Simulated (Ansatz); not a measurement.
Reaction (atomization): `C[SiH2]O[SiH2]F` → C• + F• + 7 H• + O• + 2 Si•

Gas-phase electronic energies from Ansatz, PBE0-D4/def2-TZVP geometries. CBS: MP2 limit from def2 TZ/QZ plus the TZ coupled-cluster correction, frozen cores. This one scheme is used for every species, atoms too. Functionals use def2-TZVPP. B3LYP here is the variant with VWN-RPA as its local correlation; programs differ in this. No spin–orbit coupling; open shells (•) take unrestricted orbitals. Spin–orbit coupling would lower the free atoms: a little for C, F, O, Si. Each species was taken in one conformer, which may not be the lowest.

| level | ΔE (kcal/mol) |
| --- | --- |
| revPBE-D4 | 1041.4 |
| PBE0-D4 | 1052.9 |
| BLYP | 1044.3 |
| B3LYP | 1054.1 |
| r2SCANh | 1059.1 |
| LC-ωPBE | 1057.1 |
| CCSD(T)/def2-TZVPP | 1042.9 |
| HF/CBS(def2) | 817.0 |

Question: What does CCSD(T)/CBS give? (An estimate is asked.)

Answer: Ansatz gave: +1071.1 kcal/mol. The listed levels differ from it by -29.7, -18.2, -26.8, -17.0, -12.0, -14.0, -28.2, -254.1 kcal/mol.

Largest T1 diagnostic among the species: 0.012.

From r2SCAN to r2SCAN0 (25 % exact exchange), in def2-TZVPP and without D4, ΔE moves by −13.2 kcal/mol: exact exchange takes away binding that semilocal exchange gives to molecules. Leaving LDA and LC-ωPBE aside and taking each functional with its dispersion term where it has one, the values, not all of them listed here, spread over 30.7 kcal/mol, from revPBE-D4 to CAM-B3LYP-D4. LDA lies +131.7 kcal/mol from PBE without D4, its usual overbinding.

For atomizations the MP2-based limit and the directly extrapolated one differ by several kJ/mol either way, and by 10 to 25 for some Ge, Se and Sn compounds, so smaller differences from it don't rank the levels.
